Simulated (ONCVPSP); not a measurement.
Potentials for titanium compared

Generated with ld1.x 7.5 (TM, RRKJ, ultrasoft, PAW), atompaw 4.2 or ONCVPSP 4.0.1. The cutoff is in Ry: for ld1.x and atompaw files where the sum of valence levels is converged to 10 mRy in a Bessel basis, for ONCV files where the hardest occupied wave has 1 mHa per electron of residual kinetic energy. The error is the largest all-electron minus pseudo excitation energy over each file’s own four to seven test configurations (ionisations up to +4, promotions, holes and added fractions of an electron), all of which were solved. The labels leave out finer settings (local radius, basis sizes, second energies), which also bear on the numbers. Spin-polarised tests are not counted. The rows are a selection from randomly drawn settings: files with unsolved tests, undetermined cutoffs or missed reference levels are left out.

A true bound ghost makes a file unfit for plane-wave use even where its test errors are small: the radial tests pick states by their node count and pass the ghost by.

| potential | cutoff (Ry) | largest error (meV) | bound ghosts |
| --- | --- | --- | --- |
| ONCV, LDA (Perdew-Zunger), scalar-relativistic, rc 1.65/1.65/1.60 (spd), local smoothed, core correction yes, reference 3s2 3p6 3d2 4s2, qcut 6.1/8.5/11.4, projectors 2/2/1 | 82 | -220 | none |
| ONCV, LDA (Perdew-Zunger), non-relativistic, rc 1.75/1.45/2.45/2.55 (spdf), local smoothed, core correction yes, reference 3s2 3p6 3d2 4s1, qcut 6.9/8.4/6.9/4.9, projectors 2/2/1/2 | 41 | +1679 | f |
| ONCV, PW91, scalar-relativistic, rc 1.70/1.45/2.20 (spd), local smoothed, core correction yes, reference 3s2 3p6 3d2 4s1.75 4p0.25, qcut 8.2/10.4/8.3, projectors 2/2/2 | 45 | -112 | none |
| ONCV, PBE, scalar-relativistic, rc 2.45/1.55/1.60 (spd), local smoothed, core correction no, reference 3p6 3d2 4s1.75 4p0.25, qcut 2.5/8.3/10.4, projectors 1/2/3 | 75 | -46 | s |
| ONCV, PBE, scalar-relativistic, rc 1.70/1.25/2.05 (spd), local smoothed, core correction no, reference 3s2 3p6 3d2 4s1.5, qcut 6.2/11/6.5, projectors 2/1/1 | 79 | +25 | none |
| ONCV, PBE, scalar-relativistic, rc 1.75/1.65/1.50 (spd), local smoothed, core correction yes, reference 3s2 3p6 3d2 4s2, qcut 5.3/7.2/9.4, projectors 2/1/3 | 68 | +21 | none |

(1) Fill in the row for Ti: ONCV, LDA (Perdew-Wang 92), scalar-relativistic, rc 1.35/1.35/1.55 (spd), local smoothed, core correction yes, reference 3s2 3p6 3d2 4s2, qcut 9.6/13/8.8, projectors 2/2/2.

Results:

(1) cutoff 91 Ry, largest error +31 meV, bound ghosts: none.
